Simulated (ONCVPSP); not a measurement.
# What the settings do to the ONCV potential of fluorine

Base potential:

fluorine (F), optimised norm-conserving Vanderbilt (ONCV), made with ONCVPSP 4.0.1 (PBE, scalar-relativistic). Core [He], reference 2s2 2p5. Waves: 2s: rc 0.75 bohr, ncon 4, nbas 7, qcut 10.5 1/bohr, 2 projectors, debl 3.3 Ha; 2p: rc 1.15 bohr, ncon 4, nbas 7, qcut 12.9 1/bohr, 2 projectors, debl 0.7 Ha. Local part: polynomial inside 0.55 bohr (lpopt 5, dvloc0 1 Ha). Core correction: Teter function, fcfact 4.5, rcfact 1.65.

Cutoffs, loose and tight: the cutoffs (Ha) at which the residual kinetic energy of the hardest occupied pseudo-wave falls to 1 and 0.1 mHa per electron. They do not see the model core or the augmentation charge, which bear on the density cutoff. Test errors are all-electron minus pseudo excitation energies from the reference, over the configurations 2s2 2p4; 2s2 2p3; 2s2 2p2; 2s2 2p4.5. A dash means not determined; rows that change the core or the reference have their own tests.

```tsv
change	outcome	cutoff, loose	cutoff, tight	bound ghosts	GHOST(+) flags above zero	largest test error (meV)
base	generated	53 Ha	166 Ha	none	none	+271
core correction polynomial model core, fcfact 0.35	generated	53 Ha	166 Ha	none	none	+291
functional LDA (Perdew-Wang 92)	generated	53 Ha	164 Ha	none	none	+245
core correction Teter function, fcfact 4.5, rcfact 1.9	generated	53 Ha	166 Ha	none	none	+233
p: nproj 1	generated	53 Ha	166 Ha	none	none	+220
core correction Teter function, fcfact 1.4, rcfact 1.65	generated	53 Ha	166 Ha	none	none	+268
p: rc 1.52	generated	53 Ha	166 Ha	none	none	+767
p: rc 1.5	generated	53 Ha	166 Ha	none	none	+718
p: qcut 17.5	generated	63 Ha	166 Ha	none	none	+166
p: debl 2.3	generated	53 Ha	166 Ha	none	none	+271
local potential polynomial inside 0.55 bohr (lpopt 5, dvloc0 0 Ha)	generated	53 Ha	166 Ha	none	none	+271
```

Task: What comes out with this change to the base: s: qcut 15.4; p: qcut 18.9?

Result: outcome: generated; cutoff, loose: 70 Ha; cutoff, tight: 86 Ha; bound ghosts: none; GHOST(+) flags above zero: none; largest test error (meV): +102.
